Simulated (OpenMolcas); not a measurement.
**Nb3+: ligand-field states by method**

Nb3+ with its 6 nearest bromide ions at 2.705 Å, on the Ca site of CsCaBr3 (a = 5.69 Å, distance in the model lattice 2.845 Å). The rest of the host is ab initio model potentials to 7.6 Å, with orthogonalisation functions on the cations behind the ligands, and point charges beyond; the distance is set by hand and nothing relaxes, and no local charge compensation is placed. Ligand basis ANO-RCC-VDZP.
```
Nb    0.0000    0.0000    0.0000
Br    2.7050    0.0000    0.0000
Br    0.0000    2.7050    0.0000
Br   -2.7050    0.0000    0.0000
Br    0.0000   -2.7050    0.0000
Br    0.0000    0.0000    2.7050
Br    0.0000    0.0000   -2.7050
```

```yaml
Program: OpenMolcas
Basis: ANO-RCC-VTZP [7s6p4d2f1g]
Scalar_Hamiltonian: DKH2, point nucleus
Active_space: 2 electrons in 5 orbitals (4d)
State_averaging: 2S+1 = 3 even, 10 roots; 2S+1 = 1 even, 15 roots
Spin-orbit_coupling: RASSI with atomic mean-field integrals over the reference wave functions
```

I. CASSCF
II. SS-CASPT2, IPEA 0.25 Eh, imaginary shift 0.1 Eh (closed shells correlated: 4s 4p and the ligand valence shells)

Spin-free states (labels of O, the rotations of Oh) in cm-1, each column counted from its own energy of the first state listed:

| State | Degeneracy | I | II |
| --- | --- | --- | --- |
| 3T1 | 3 | 0 | 0 |
| 1T2 | 3 | 9191 | 5960 |
| 1E | 2 | 9367 | 6410 |
| 3T2 | 3 | 13548 | 15320 |
| 1A1 | 1 | 19824 | 14610 |
| 3T1 | 3 | 21582 | 21060 |
| 1T2 | 3 | 23327 | 21980 |
| 1T1 | 3 | 25515 | 23820 |
| 3A2 | 1 | 28285 | 31840 |
| 1E | 2 | 37947 | 38220 |
| 1A1 | 1 | 49824 | 46430 |

From I to II, I's first state of the same spin (3T2) moves from 13548 to 15320 cm-1, by about +1800 cm-1.

From I to II, I's first state of another spin (1T2) moves from 9191 to 5960 cm-1, by about -3200 cm-1.

I: A least-squares ligand-field fit to the states below 45000 cm-1, each weighted by its degeneracy and with a free common offset, gives 10Dq = 14481 cm-1, B = 615 cm-1 and C = 2442 cm-1 (C/B = 3.97), with an rms deviation of 187 cm-1. The same method and metal basis give the free ion B = 757 cm-1 (fit to its terms below 60000 cm-1, rms deviation 27 cm-1), so the nephelauxetic ratio is β = 615 / 757 = 0.81; it hangs on how both fits weigh the states, and computed free-ion B values tend to be too large, so β mixes covalency with correlation.

II: A least-squares ligand-field fit to the states below 45000 cm-1, each weighted by its degeneracy and with a free common offset, gives 10Dq = 16192 cm-1, B = 453 cm-1 and C = 1597 cm-1 (C/B = 3.52), with an rms deviation of 201 cm-1. The same method and metal basis give the free ion B = 697 cm-1 (fit to its terms below 60000 cm-1, rms deviation 532 cm-1), so the nephelauxetic ratio is β = 453 / 697 = 0.65; it hangs on how both fits weigh the states, and computed free-ion B values tend to be too large, so β mixes covalency with correlation.

From I to II, 10Dq changes by +12 %, B by -26 % and C by -35 %.

χT at 300 K: I 0.45, II 0.45 cm3 K/mol.

Roots that are degenerate in the reference are averaged as groups; the widest CASPT2 spread within a group is 260 cm-1 (the 3-fold group of multiplicity 3 near 0 cm-1 above the lowest state of its run, II). Shifts and gaps below about the spread of the groups concerned are not significant. Over all roots computed the reference weight is 0.68 to 0.69 in II; a low but even weight reflects the number of correlated electrons. An orbital triplet at a regular site is open to Jahn-Teller coupling, which can distort the site and quench the lowest spin-orbit gaps and is left out. The least metal-like active orbital is 80 % on the metal (Löwdin) and no ligand orbital is active, so the numbers are rough. Ligand-to-metal charge-transfer states are missing. With no ligand orbital active B as a rule stays too high, so bands that hang on it stand too high and its fall with covalency is understated. Without dynamic correlation the repulsion within the d shell is too large (B by tens of per cent), so at a given field states of lower spin stand too high (holds for I). With metal d orbitals alone the field can be off either way by tens of per cent (holds for I). With one d shell and no ligand orbital active, 10Dq can be off by a tenth or more (holds for II). No measured value stands beside these numbers; the geometry was set by hand and not optimised.
